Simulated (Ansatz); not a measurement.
Diatomic SF-, multiplicity 3 (an upper state: multiplicity 1 came lower at CCSD(T)/def2-TZVPP on PBE0 minima).

The constants come from a fifth-degree fit in 1/R (seven points, main isotopes). In def2 and cc sets the state is the lowest found near the PBE0 minimum, followed along R.

Programs: Ansatz (Gaussian basis) for Hartree–Fock, density functionals and correlated methods. Values without a source in brackets are computed.

| level | r_e (Å) | ω_e (cm⁻¹) | ω_e x_e (cm⁻¹) | α_e (cm⁻¹) |
|---|---|---|---|---|
| PBE/def2-TZVPP | 2.222 | 294 | 3.5 | 0.0038 |
| PBE0/def2-TZVPP | 2.179 | 316 | 3.2 | 0.0035 |
| wB97X-V/def2-TZVPP | 2.176 | 332 | 2.8 | 0.0031 |
| CCSD/def2-TZVPP | 2.188 | 326 | 3.1 | 0.0032 |
| CCSD(T)/def2-TZVPP | 2.180 | 332 | 2.9 | 0.0031 |

Correlated levels freeze the cores.

Ansatz is a quantum-chemistry and plane-wave program.
